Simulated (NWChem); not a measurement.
PbICl, singlet; SMILES [Cl][Pb][I]

Low-valent species are run as closed-shell singlets; no triplet was tried in these runs. def2 effective core potentials on I, Pb; no spin-orbit coupling.

Give the equilibrium geometry at PBE-D3(BJ)/def2-SVP with def2 effective core potentials on I, Pb (NWChem) as a Z-matrix, with the point group.

point group Cs; any orientation.
```
Pb
Cl 1 2.5051
I 1 2.8533 2 101.83
```
